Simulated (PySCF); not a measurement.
Si(OSiH3)(H)(NHSiH3)(Cl) (ClH8NOSi3), SMILES [SiH3]N[SiH](Cl)O[SiH3].

Geometry: B3LYP-D3(BJ)/def2-SVP. One conformer was computed; it need not be the lowest.

Two levels are set side by side: TDA-PBE/def2-SVPD (PySCF) and TDA-PBE0/def2-SVPD (PySCF). Vertical, same geometry. The lowest singlet is HOMO→LUMO 99 % with PBE and HOMO→LUMO 73 %, HOMO→LUMO+1 23 % with the other functional; states are paired by order. Differences are taken from unrounded values.

| quantity | TDA-PBE0 |
|---|---|
| lowest singlet excitation (eV) | 6.57 |
| lowest triplet excitation (TDA) (eV) | 6.23 |

What does TDA-PBE give, and how far is it from TDA-PBE0? (Estimate from the structure and the level; the computed values follow.)


```csv
quantity,TDA-PBE,TDA-PBE minus TDA-PBE0
lowest singlet excitation (eV),5.61,-0.96
lowest triplet excitation (TDA) (eV),5.52,-0.71
```

Functionals without exact exchange tend to place singlet excitations lower, as here. Differences between two approximate levels are no errors against the true value.

Rough cost on one machine, each run with all the roots and properties that it gave: TDA-PBE0 against TDA-PBE about 3 times.
